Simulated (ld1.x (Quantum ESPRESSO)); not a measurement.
**Ni (Z = 28): ultrasoft pseudisation with LDA (PZ), scalar-relativistic reference atom.**

nickel, ultrasoft, made with ld1.x (Quantum ESPRESSO) 7.5 (LDA (PZ), scalar-relativistic). Core [Ar], reference 3d8 4s1 4p0 (charge +1). Waves: 4s (bound): rcut 1.50, rcutus 1.85 bohr; 4s channel at 2.85 Ry: rcut 1.50, rcutus 1.85 bohr; 4p (bound, empty): rcut 1.95, rcutus 2.65 bohr; 4p channel at 1.8 Ry: rcut 1.95, rcutus 2.65 bohr; 3d (bound): rcut 1.20, rcutus 1.65 bohr; 3d channel at 3.8 Ry: rcut 1.20, rcutus 1.65 bohr. Local part: all-electron potential smoothed inside 1.80 bohr (lloc = -1). Core correction: none. Augmentation charge: PSQ, inside the norm-conserving radii.

All-electron outer shells of the reference configuration (LDA (PZ), scalar-relativistic, ld1.x):

```json
{"shell": "3p", "level (eV)": "-80.46", "outermost node (bohr)": "0.27", "outermost maximum (bohr)": "0.65"}
{"shell": "3d", "level (eV)": "-18.26", "outermost node (bohr)": "–", "outermost maximum (bohr)": "0.63"}
{"shell": "4s", "level (eV)": "-13.51", "outermost node (bohr)": "0.92", "outermost maximum (bohr)": "2.10"}
{"shell": "4p", "level (eV)": "-7.80", "outermost node (bohr)": "1.00", "outermost maximum (bohr)": "2.63"}
```

Question: Does the generator finish with these settings?

Answer: Yes, a potential is produced and its reference levels are reproduced.

Question: Estimate the cutoffs (Ry, on a coarse ladder) from which the occupation-weighted sum of valence levels, in a spherical-Bessel basis at the reference potential, stays within 10 and 1 mRy of its value at 400 Ry.

Answer: 40 Ry and 70 Ry.

Question: What does a ghost test show?

Answer: No extra level below or beside the all-electron valence levels (s, p, d, f tested).

Question: Is the overlap operator S = 1 + Σ q|β⟩⟨β| positive definite (Bessel basis up to 400 Ry)?

Answer: Yes: its lowest eigenvalue is 0.55 (s channel).

Question: Which valence shell sets the plane-wave cutoff?

Answer: 3d: its level needs 40 Ry to come within 1 mRy, against 12 Ry for 4s.

Its largest configuration-test error is -622 meV (3d6 4s0 4p0). Test run stopped at test 6 of 9 (negative rho).
